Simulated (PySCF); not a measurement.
Predicted microwave data (PBE0/pcSseg-1 in PySCF (dipole) on a GFN2-xTB geometry, gas phase) for one isomer of C6H11NSi2:

- Rotational constants: A = 1315, B = 847.6, C = 574.5 MHz
- Dipole components: |μa| = 2.52 D, |μb| = 2.04 D, |μc| = 1.83 D
- Inertial defect: -100.94 u·Å²
- κ: -0.26

Question: Which structure is it? (One computed conformer of each.)
A. `c1(ccccc1)N([SiH3])[SiH3]`
B. `[N:1]#[C:2]/[CH:3]=[CH:4]\[CH2:5][SiH2:6]/[CH:7]=[CH:8]/[SiH3:9]` with C3–C4–C5–Si6 -100°, C4–C5–Si6–C7 58°, C5–Si6–C7–C8 55°
C. `[SiH3]N([SiH3])C=C1C=CC=C1`

Answer: B. It is N#C/C=C\C[SiH2]/C=C/[SiH3], an asymmetric top, point group C1. The candidates at the same level (rigid rotor, commonest isotopes):

```tsv
SMILES	A (MHz)	B (MHz)	C (MHz)	μa (D)	μb (D)	μc (D)	Δ (u·Å²)	point group	rotor
[SiH3]N([SiH3])c1ccccc1	2048	840.1	634.3	0.22	0.00	0.00	-51.59	C2	asymmetric top
N#C/C=C\C[SiH2]/C=C/[SiH3]	1315	847.6	574.5	2.52	2.04	1.83	-100.94	C1	asymmetric top
[SiH3]N([SiH3])C=C1C=CC=C1	2517	663.6	532.7	3.35	0.09	0.05	-13.68	C1	asymmetric top
```

`[SiH3]N([SiH3])c1ccccc1` has A 56 % too high; `[SiH3]N([SiH3])C=C1C=CC=C1` has A 91 % too high. No structure here is proved a minimum.
